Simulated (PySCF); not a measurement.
Ga(Cl)2(OMe) (CH3Cl2GaO), SMILES C[O][Ga]([Cl])[Cl]. Atoms are numbered in the order given.

```xyz
8

Ga    -0.0713     0.1251     0.0000
Cl    -0.5369     2.2091     0.0000
Cl     1.9633    -0.5764     0.0000
O     -1.4152    -1.0470     0.0000
C     -1.2042    -2.4527     0.0000
H     -1.6804    -2.9008    -0.8995
H     -1.6804    -2.9008     0.8995
H     -0.1290    -2.7406     0.0000
```
Charge 0, spin multiplicity 1.

Coordinates come from a PBE-D3(BJ)/def2-SVP optimisation. The structure was generated by enumeration; whether it is a known compound was not checked. The values are those of a single conformer.

Computed with KT2/pcSseg-1 (PySCF).

GIAO shieldings, no solvent; atoms listed in one row are averaged. δ = σ(ref) − σ: ³⁵Cl against HCl (σ = 945.4 ppm); ¹⁷O against H2O (σ = 330.4 ppm); ¹³C against TMS (σ = 185.1 ppm); ¹H against TMS (σ = 31.47 ppm), references at their B3LYP-D3(BJ)/def2-TZVP geometries, non-relativistic (without spin–orbit terms, shifts of atoms bonded to Cl or Br come out too high).

```json
[
 {"nucleus": "³⁵Cl", "atoms": "Cl2", "count": "1", "δ (ppm)": "70.7"},
 {"nucleus": "³⁵Cl", "atoms": "Cl3", "count": "1", "δ (ppm)": "58.5"},
 {"nucleus": "¹⁷O", "atoms": "O4", "count": "1", "δ (ppm)": "131.8"},
 {"nucleus": "¹³C", "atoms": "C5", "count": "1", "δ (ppm)": "63.7"},
 {"nucleus": "¹H", "atoms": "H6, H7, H8", "count": "3", "δ (ppm)": "4.70"}
]
```
